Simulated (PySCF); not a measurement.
Compound: C₄BrF₃O.
Bonds: O1–C2 (double), C2–C3, C3–Br4, C3–C5 (double), C5–C6, C6–F7, C6–F8, C6–F9, C2–C5.

Linear response at CAM-B3LYP/def2-SVPD (PySCF, frozen core in the response, non-relativistic). Geometry: PBE0-D3(BJ)/def2-SVP; no solvent, vibrations or thermal averaging. The CAM-B3LYP/def2-SVPD calculation is non-relativistic and has no spin–orbit coupling, an omission that weighs most on bromine.

Static isotropic polarisability: 72.43 au (10.73 Å³), principal values 49.8, 73.5, 94.0 au.

**Question.** What is the polarisability at 1064 nm and at the sodium D line?

**Answer.** 73.08 au at 1064 nm (+0.9 %), 74.66 au at 589.3 nm (+3.1 %). The rise at 589.3 nm is 3.39 times that at 1064 nm; a pure ω² law gives 3.26. The lowest singlet lies at 275 nm, shorter than both wavelengths.

**Question.** What is the isotropic C6 coefficient between two such molecules, C6 = (3/π)∫α(iω)² dω?

**Answer.** 2223 au (Eh·bohr⁶) by a ten-point quadrature over imaginary frequencies, which is 1330 eV·Å⁶ or 128 J·nm⁶/mol.

**Question.** Which effective excitation energy ω̄ makes London's formula C6 = (3/4)α²ω̄ exact here?

**Answer.** ω̄ = 4·C6/(3α²) = 0.565 Eh = 15.4 eV. A one-pole form α(ω) = α/(1 − ω²/ω̄²) fitted to the 1064 nm value gives 12.3 eV.

**Question.** How many electrons N does the Slater–Kirkwood formula C6 = (3/4)·√N·α^(3/2) need to give this C6?

**Answer.** N = (4·C6/3)²/α³ = 23.1; the species has 94 electrons in all.

**Question.** What does −C6/R⁶ come to at R = 8 Å between centres?

**Answer.** -490 J/mol. This is the leading, orientation-averaged term; C8 and higher terms are left out.

**Question.** The lowest 6 singlets have (eV, f): 4.51, 0.000; 5.68, 0.000; 5.86, 0.009; 6.26, 0.000; 6.36, 0.174; 6.43, 0.000. What share of the static polarisability do they carry in the sum over states α = Σ f/ω²?

**Answer.** 3.39 au, 4.7 % of α; the largest term, 3.19 au, is that of the state at 6.36 eV. Their oscillator strengths add up to 0.18. Higher states carry the rest.

Shape of the structure used: `[O:1]=[c:2]1[c:3]([Br:4])[c:5]1[C:6]([F:7])([F:8])[F:9]`: C3–C5–C6–F7 -130°.
